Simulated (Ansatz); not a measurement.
Worked example: the enthalpy of formation of GeSe (Germanium monoselenide)

The species is GeSe (2 atoms), meant as a singlet with charge 0. SMILES: `[Ge-]#[Se+]`. The bond length is the measured one.

```xyz
2

Ge    0.0000    0.0000    0.0000
Se    0.0000    0.0000    2.1346
```

Total energies at BLYP/aug-cc-pVTZ (Ansatz 0.2.0); the atoms run unrestricted:

```
species    state   energy (Eh)
   GeSe  singlet  -4478.788307
     Ge  triplet  -2077.021759
     Se  triplet  -2401.573518
```

Harmonic wavenumbers at wB97M-V/def2-TZVPD, in cm⁻¹: 435.

Measured heats of formation of the gaseous atoms at 298.15 K, in kJ/mol: Ge 372.0, Se 227.1. Spin-orbit lowering of the atoms at 298 K (mean of the ground term's levels less their thermal mean, from spectra), in kJ/mol: Ge 10.39, Se 11.30. Take 1 Eh = 2625.50 kJ/mol, 1 cm⁻¹ = 0.0119627 kJ/mol, RT = 2.479 kJ/mol.

Problem. What heat of formation follows?

Solution. 
1. Electronic atomisation energy: (-2077.021759) + (-2401.573518) − (-4478.788307) = 0.193030 Eh = 506.8 kJ/mol.
2. Zero-point energy: half the sum of the wavenumbers, 217.5 cm⁻¹ = 2.6 kJ/mol.
3. Thermal vibrational enthalpy, Σ hcν̃/(exp(hcν̃/kT) − 1): 0.7 kJ/mol. Translation, rotation and pV of a linear molecule: 3.5 RT = 8.7 kJ/mol.
4. The 2 free atoms carry 5/2 RT each: 12.4 kJ/mol.
5. Spin-orbit coupling lowers the free atoms by 10.39 + 11.30 = 21.7 kJ/mol.
6. Atomisation enthalpy at 298 K: 506.8 − 21.7 − 2.6 − 0.7 − 8.7 + 12.4 = 485.5 kJ/mol.
7. Sum of the atoms' heats of formation: 599.1 kJ/mol. Heat of formation: 599.1 − 485.5 = +113.6 kJ/mol.

No measured value is set beside it here. Relativity is left out. Anharmonicity and any spin-orbit splitting of the molecule are left out.
